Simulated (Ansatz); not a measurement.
Consider the ligand exchange at the Si–O bond: `[F][SnH]([F])[O][SiH3]` + `[CH3][In]([NH2])[OH]` → `[CH3][In]([NH2])[O][SiH3]` + `[OH][SnH]([F])[F]`.

Isolated molecules relaxed with PBE0-D4/def2-TZVP in Ansatz; ΔE leaves out vibrations. CCSD(T)/CBS is the MP2 limit (def2-TZVPP, def2-QZVPP) plus CCSD(T) − MP2 in def2-TZVPP, frozen cores. Functionals use def2-TZVPP. def2 core potentials past Kr. For In, Sn outer-core shells are correlated without core-valence functions, which leaves a few kJ/mol of doubt a bond. Each species was taken in one conformer, which may not be the lowest.

```
             level  ΔE (kJ/mol)
          BHLYP-D4        -13.8
            B2PLYP        -13.3
           r2SCAN0        -15.4
         CAM-B3LYP        -13.0
CCSD(T)/def2-TZVPP        -14.0
     HF/def2-QZVPP        -10.5
      HF/CBS(def2)        -10.4
     MP2/CBS(def2)        -12.6
```

(1) What does CCSD(T)/CBS give? (Estimate.)

Largest T1 diagnostic among the species: 0.015.

## Answers

(1) Ansatz gave: -12.1 kJ/mol. The listed levels differ from it by -1.7, -1.2, -3.3, -0.9, -1.9, 1.6, 1.7, -0.5 kJ/mol.

Leaving LDA and LC-ωPBE aside and taking each functional with its dispersion term where it has one, the values, not all of them listed here, spread over 4.8 kJ/mol, from B97M-V to B2PLYP.
